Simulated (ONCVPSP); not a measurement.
**Se: variants of one ONCV potential**

Base potential:

ONCVPSP 4.0.1 input, shortened (lines: element, Z, core and valence counts, functional; n l f; lmax; l rc ep ncon nbas qcut; lloc lpopt rc5 dvloc0; l nproj debl; icmod fcfact rcfact), LDA (Perdew-Zunger), fully relativistic:

```
  Se 34.00    5    3        3      upf
    1    0    2.00
    2    0    2.00
    2    1    6.00
    3    0    2.00
    3    1    6.00
    3    2   10.00
    4    0    1.75
    4    1    4.25
    2
    0    1.50    0.00    4    8    3.80
    1    1.60    0.00    4    9    4.70
    2    0.65    0.00    4    8   26.30
    4    5    0.40    1.00
    0    2    2.60
    1    2    0.50
    2    2    1.20
    3    1.50    1.30
```

Open shells are filled in proportion to 2j + 1.

In the d channel the program set the typed energies aside and used -1.963, 0.250 Ha (j = l + 1/2; the other j can differ).

Cutoffs, loose and tight: the cutoffs (Ha) at which the residual kinetic energy of the hardest occupied pseudo-wave falls to 1 and 0.1 mHa per electron. They do not see the model core or the augmentation charge, which bear on the density cutoff. Test errors are all-electron minus pseudo excitation energies from the reference, over the configurations 3d10 4s2 4p4; 3d10 4s2 4p3; 3d10 4s2 4p2; 3d9 4s2 4p4. A dash means not determined; rows that change the core or the reference have their own tests. The largest error is taken over the tests solved by every variant that gives reliable tests at all: 3d10 4s2 4p2; 3d10 4s2 4p3; 3d10 4s2 4p4.

A true bound ghost makes a file unfit for plane-wave use even where its test errors are small: the radial tests pick states by their node count and pass the ghost by.

| change | outcome | cutoff, loose | cutoff, tight | bound ghosts | GHOST(+) flags above zero | largest test error (meV) |
| --- | --- | --- | --- | --- | --- | --- |
| base | generated, projector energies reset by the program | 250 Ha | 283 Ha | s, p3/2, p1/2 | s | +3.6 |
| core correction Teter function, fcfact 5.25, rcfact 1.5 | generated, projector energies reset by the program | 250 Ha | 283 Ha | s, p3/2, p1/2 | s | +2.7 |
| local potential polynomial inside 0.40 bohr (lpopt 5, dvloc0 -1.5 Ha) | generated, projector energies reset by the program | 250 Ha | 283 Ha | s, p3/2, p1/2 | s | +3.6 |
| core correction Teter function, fcfact 1.5, rcfact 1.5 | generated, projector energies reset by the program | 250 Ha | 283 Ha | s, p3/2, p1/2 | s | +3.3 |
| all radii but the core radius scaled by about 1.31 (s 1.96, p 2.10, d 0.86 bohr); local potential polynomial inside 0.52 bohr (lpopt 5, dvloc0 1 Ha) | generated, projector energies reset by the program | 214 Ha | 247 Ha | s, p3/2, p1/2 | none | +1.6 |
| local potential polynomial inside 0.55 bohr (lpopt 5, dvloc0 6 Ha) | generated, projector energies reset by the program | 250 Ha | 283 Ha | s, p3/2, p1/2 | none | +3.3 |
| d: qcut 21.9 | generated, projector energies reset by the program | 208 Ha | 232 Ha | s, p3/2, p1/2 | s | +3.6 |
| core correction Teter function, fcfact 2.3, rcfact 1.3 | generated, projector energies reset by the program | 250 Ha | 283 Ha | s, p3/2, p1/2 | s | +3.5 |

Problem. What comes out with this change to the base: p: rc 1.96?

Solution. outcome: generated, projector energies reset by the program; cutoff, loose: 250 Ha; cutoff, tight: 283 Ha; bound ghosts: s, p3/2, p1/2; GHOST(+) flags above zero: s; largest test error (meV): -1.9.

Problem. What comes out with this change to the base: d: qcut 34.9?

Solution. outcome: generated, projector energies reset by the program; cutoff, loose: 380 Ha; cutoff, tight: 440 Ha; bound ghosts: s, p3/2, p1/2; GHOST(+) flags above zero: s, d5/2, d3/2; largest test error (meV): +3.6.
